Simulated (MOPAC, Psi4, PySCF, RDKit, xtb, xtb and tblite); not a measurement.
Torsional profile of C8H6S2, SMILES c1csc(-c2cccs2)c1. Scanned: dihedral S3–C4–C5–S9; all other coordinates were relaxed at GFN2-xTB. Points at φ and −φ are mirror images.

Geometry of the scan point at -40° (Å):
```
16

C     -2.9549    -0.0707     0.4292
C     -3.0352    -0.2918    -0.9083
S     -1.4882    -0.3421    -1.6528
C     -0.7042    -0.0757    -0.1226
C      0.7217     0.0599    -0.0228
C      1.4245     0.8681     0.8297
C      2.8197     0.7127     0.7135
C      3.1679    -0.2205    -0.2097
S      1.7982    -0.9342    -0.9610
C     -1.6268     0.0630     0.8793
H     -3.8123    -0.0069     1.0751
H     -3.9111    -0.4296    -1.5104
H      0.9523     1.5661     1.4972
H      3.5321     1.2738     1.2915
H      4.1495    -0.5383    -0.4998
H     -1.3554     0.2300     1.9060
```

Levels: GFN2-xTB (xtb and tblite); MMFF94 // GFN2-xTB (RDKit); PBE/def2-SVP // GFN2-xTB (Psi4); PBE-D3(BJ)/def2-SVP // GFN2-xTB (Psi4); UFF // GFN2-xTB (RDKit); PM6, restricted, heats of formation // GFN2-xTB (MOPAC); GFN1-xTB // GFN2-xTB (xtb); RKS-B3LYP/6-31G* = restricted B3LYP/6-31G*, spherical d, density fitting // GFN2-xTB in PySCF; RKS-M06-2X/6-31G* = restricted M06-2X/6-31G*, spherical d, density fitting // GFN2-xTB (PySCF); RKS-BP86/6-31G* = restricted BP86/6-31G*, spherical d, density fitting // GFN2-xTB run with PySCF; RHF/LANL2DZ = restricted Hartree-Fock/LANL2DZ, with its core potentials past Ne // GFN2-xTB run with PySCF 2.14.0.

Least-squares fit of E(φ) = a0 + Σ (a_n cos nφ + b_n sin nφ), n = 1 to 4, to the 18 scan points, in kcal/mol above the lowest point of each profile (levels whose profile four harmonics don't fit are not listed):

```json
[
 {"method": "GFN2-xTB", "a0": "2.77", "a1": "0.61", "b1": "0.00", "a2": "-2.27", "b2": "0.00", "a3": "0.11", "b3": "0.00", "a4": "0.23", "b4": "0.00", "rms of fit": "0.02"},
 {"method": "MMFF94", "a0": "1.24", "a1": "0.53", "b1": "0.00", "a2": "-0.95", "b2": "0.00", "a3": "0.12", "b3": "0.00", "a4": "0.37", "b4": "0.00", "rms of fit": "0.02"},
 {"method": "PBE/def2-SVP", "a0": "1.36", "a1": "0.22", "b1": "0.00", "a2": "-1.52", "b2": "0.00", "a3": "0.03", "b3": "0.00", "a4": "0.48", "b4": "0.00", "rms of fit": "0.04"},
 {"method": "PBE-D3(BJ)/def2-SVP", "a0": "1.42", "a1": "0.23", "b1": "0.00", "a2": "-1.59", "b2": "0.00", "a3": "0.03", "b3": "0.00", "a4": "0.50", "b4": "0.00", "rms of fit": "0.04"},
 {"method": "UFF", "a0": "3.55", "a1": "-0.51", "b1": "0.00", "a2": "-3.74", "b2": "0.00", "a3": "0.18", "b3": "0.00", "a4": "0.64", "b4": "0.00", "rms of fit": "0.09"},
 {"method": "PM6", "a0": "0.68", "a1": "0.80", "b1": "0.00", "a2": "0.10", "b2": "0.00", "a3": "0.00", "b3": "0.00", "a4": "0.02", "b4": "0.00", "rms of fit": "0.03"},
 {"method": "GFN1-xTB", "a0": "2.32", "a1": "0.06", "b1": "0.00", "a2": "-2.41", "b2": "0.00", "a3": "0.05", "b3": "0.00", "a4": "0.22", "b4": "0.00", "rms of fit": "0.01"},
 {"method": "RKS-B3LYP/6-31G*", "a0": "1.07", "a1": "0.37", "b1": "0.00", "a2": "-0.99", "b2": "0.00", "a3": "0.11", "b3": "0.00", "a4": "0.49", "b4": "0.00", "rms of fit": "0.03"},
 {"method": "RKS-M06-2X/6-31G*", "a0": "0.98", "a1": "0.38", "b1": "0.00", "a2": "-0.87", "b2": "0.00", "a3": "0.12", "b3": "0.00", "a4": "0.50", "b4": "0.00", "rms of fit": "0.03"},
 {"method": "RKS-BP86/6-31G*", "a0": "1.18", "a1": "0.30", "b1": "0.00", "a2": "-1.22", "b2": "0.00", "a3": "0.10", "b3": "0.00", "a4": "0.49", "b4": "0.00", "rms of fit": "0.03"},
 {"method": "RHF/LANL2DZ", "a0": "1.23", "a1": "0.82", "b1": "0.00", "a2": "-0.46", "b2": "0.00", "a3": "0.24", "b3": "0.00", "a4": "0.30", "b4": "0.00", "rms of fit": "0.03"}
]
```
